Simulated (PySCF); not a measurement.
# Bi: excitation energy

Bi [Xe] 4f14 5d10 6s2 6p3 (4S) → Bi [Xe] 4f14 5d10 6s2 6p2 7s1 (4P), as a difference of total energies. Calculation: PySCF 2.14, in aug-cc-pwCVTZ-DK3; scalar relativity by spin-free X2C-1e. Correlated levels: valence: [Xe] 4f14 5d10 frozen. The calculations carry no spin-orbit coupling.

| method | excitation energy (eV) |
| --- | --- |
| UHF | 5.243 |
| MP2 (valence) | 5.345 |
| SCS-MP2 (valence) | 5.325 |
| CCSD (valence) | 5.324 |
| CCSD(T) (valence) | 5.327 |

How much does correlation contribute at CCSD(T) (valence)?

5.327 − (5.243) = 0.084 eV, measured against UHF.

Spin-orbit coupling is strong in these open shells (close to jj coupling). The scalar numbers leave it out and a first-order estimate fails, so it can dominate the gap to the real levels.

The promoted electron is Rydberg-like, and one or two diffuse shells describe it only roughly, which tends to raise the upper state.
